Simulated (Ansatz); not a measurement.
Geometry optimisation, Ansatz, RKS B3LYP-D4/def2-SVP.

input.yaml

```yaml
crystal:
  periodic: [false, false, false]
  atoms:
    - { symbol: Sn, position_ang: [0.357854, 0.38873, -0.470709] }
    - { symbol: C, position_ang: [0.058789, 0.188713, 2.88134] }
    - { symbol: H, position_ang: [-0.984868, -0.011963, 2.60185] }
    - { symbol: H, position_ang: [0.649677, -0.73343, 2.775303] }
    - { symbol: H, position_ang: [0.099779, 0.525529, 3.931704] }
    - { symbol: H, position_ang: [1.581653, -0.346095, -1.433758] }
    - { symbol: H, position_ang: [-0.841795, 1.178602, -1.416023] }
    - { symbol: H, position_ang: [-0.393218, -0.846857, 0.450336] }
    - { symbol: "N", position_ang: [1.349774, 1.99927, 0.415273] }
    - { symbol: H, position_ang: [2.047288, 1.735691, 1.11113] }
    - { symbol: H, position_ang: [0.717544, 2.663442, 0.861836] }
    - { symbol: H, position_ang: [0.480923, 0.982268, 2.242318] }
basis:
  gaussian: { orbitals: def2-SVP }
hamiltonian:
  xc: b3lyp
  dispersion: d4
relax:
  f_tol: 0.03
  max_steps: 50
```

Command:

```bash
$ ansatz run input.yaml --threads 2 --pin off --max-ram 3072MiB --backend cpu --events-out ev --progress --plain --runs-dir out
```

Q: Where does it end, and by what steps?

A: It converged. The force dipped under the threshold on the way, but the program's further checks kept it going. After 12 steps the energy has fallen by 0.257 eV; H4 moved furthest, 0.65 Å.

| step | energy less start (eV) | largest force component (eV/Å) | accepted |
| --- | --- | --- | --- |
| 0 | 0.0000 | 0.590 | yes |
| 1 | -0.1814 | 0.266 | yes |
| 2 | -0.2352 | 0.392 | yes |
| 3 | -0.2466 | 0.143 | yes |
| 4 | -0.2537 | 0.082 | yes |
| 5 | -0.2555 | 0.022 | yes |
| 6 | -0.2559 | 0.071 | yes |
| 7 | -0.2563 | 0.033 | yes |
| 8 | -0.2553 | 0.116 | no |
| 9 | -0.2564 | 0.016 | yes |
| 10 | -0.2567 | 0.025 | yes |
| 11 | -0.2564 | 0.036 | no |
| 12 | -0.2568 | 0.010 | yes |

```xyz
12
Properties=species:S:1:pos:R:3
Sn 0.447 0.503 -0.941
C 0.014 0.146 3.362
H -1.067 0.001 3.230
H 0.510 -0.834 3.405
H 0.200 0.692 4.299
H 1.749 -0.136 -1.859
H -0.705 1.312 -1.924
H -0.329 -0.764 -0.056
N 1.282 1.975 0.239
H 2.009 1.633 0.867
H 0.602 2.474 0.814
H 0.411 0.720 2.514
```

Whether the end is a true minimum wasn't checked by a vibrational analysis.

The run took 36 s on 2 threads of Arm Neoverse V1, with other jobs on the host, peak memory 0.21 GiB.
